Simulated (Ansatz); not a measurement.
`C=C(F)[SiH](O)O`. The species carries charge 0 and has multiplicity 1.

```tsv
atom	x (Å)	y (Å)	z (Å)
C1	0.2258	0.7882	-1.6843
C2	0.5177	-0.1176	-0.7663
F3	1.1876	-1.2439	-1.1411
Si4	0.0993	-0.0672	1.0658
O5	-1.1151	0.9875	1.3418
O6	-0.3276	-1.5890	1.4972
H7	0.5065	0.6657	-2.7246
H8	-0.3039	1.6846	-1.3884
H9	1.2320	0.4318	1.8706
H10	-1.9839	0.7615	1.0048
H11	-0.0384	-2.3017	0.9245
```

Task: What are the harmonic wavenumbers in cm⁻¹ at PBE0-D4/def2-TZVP (Ansatz, finite differences of forces, unscaled)? (Estimate.)

Result: Ansatz gave: 45, 133, 169, 219, 262, 325, 336, 397, 493, 642, 773, 781, 799, 851, 874, 907, 922, 941, 983, 1217, 1392, 1704, 2274, 3168, 3266, 3914, 3916.

Task: Is this a minimum?

Result: Yes, all 27 modes are real.

Task: Give the ideal-gas thermochemistry at 298.15 K and 1 bar (rigid rotor, harmonic oscillator; point group C1, symmetry number 1).

Result: Zero-point energy 189.6 kJ/mol; H(298) − E = 213.1 kJ/mol; entropy 365.9 J/(mol·K), of which translation 167.3, rotation 114.7, vibration 83.9; G(298) − E = 104.0 kJ/mol. Modes under 100 cm⁻¹ are hindered rotations or soft bends, so the harmonic entropy is rough.

Task: And at 400, 500, 600, 800 and 1000 K?

Result: 
| T (K) | H − E (kJ/mol) | S (J/mol/K) | G − E (kJ/mol) |
| --- | --- | --- | --- |
| 400 | 226.9 | 405.6 | 64.7 |
| 500 | 242.5 | 440.2 | 22.4 |
| 600 | 259.5 | 471.2 | -23.2 |
| 800 | 296.7 | 524.7 | -123.0 |
| 1000 | 337.0 | 569.5 | -232.5 |

Task: Rotational constants (cm⁻¹)?

Result: 0.1381, 0.07793, 0.05386.
